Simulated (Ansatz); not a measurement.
Basis sets compared for the cluster Ga8Sb8. The state is a singlet with charge 0. Geometry PBE-D4/def2-SVP. Ansatz on 2 threads of AMD EPYC 7R13 on a shared host and a share (18 GiB) of an NVIDIA H100 80GB HBM3; times are rough, and most runs start from earlier orbitals.

Cartesian coordinates in Å:
```
Ga 0.6502 -2.1655 -2.8377
Ga -0.3025 0.4616 -3.1485
Ga -1.1091 -0.4487 2.2305
Ga -3.5609 -0.4084 0.8847
Ga 0.9575 1.0624 0.7611
Ga -1.2876 0.6507 -0.4389
Ga 3.6638 -0.3060 1.2703
Ga -0.1745 -1.7687 -0.0185
Sb -0.0407 3.5737 0.7075
Sb 2.3672 0.1394 -1.4042
Sb 1.0870 -2.5095 2.3296
Sb -2.8299 2.6524 0.5306
Sb 1.4574 0.1458 3.2611
Sb -2.1648 -1.5217 -1.7869
Sb 2.4743 -2.5592 -0.4349
Sb -1.1875 3.0017 -1.9057
```

In the def2 sets Sb takes a core potential; there is no spin–orbit coupling. Single mean-field runs in def2-SVP, def2-TZVP are fitted with def2-universal-jkfit. The structure comes from a short search, and lower isomers may exist.

Binding counts from free atoms (Ga doublet, Sb quartet) in the same basis, without a counterpoise term.

```json
{"level": "PBE-D4/def2-SVP (with forces)", "functions": "464", "energy (Eh)": "-17317.2839", "HOMO (eV)": "-4.59", "LUMO (eV)": "-3.28", "binding per atom (eV)": "2.60", "wall time": "24 s"}
{"level": "PBE0-D4/def2-SVP", "functions": "464", "energy (Eh)": "-17317.6281", "HOMO (eV)": "-5.24", "LUMO (eV)": "-2.81", "binding per atom (eV)": "2.45", "wall time": "25 s"}
```

Question: Estimate the rows for PBE-D4/def2-TZVP, PBE0-D4/def2-TZVP.

Answer: 
```tsv
level	functions	energy (Eh)	HOMO (eV)	LUMO (eV)	binding per atom (eV)	wall time
PBE-D4/def2-TZVP	784	-17319.3184	-4.58	-3.29	2.62	27 s
PBE0-D4/def2-TZVP	784	-17319.6552	-5.20	-2.79	2.48	29 s
```
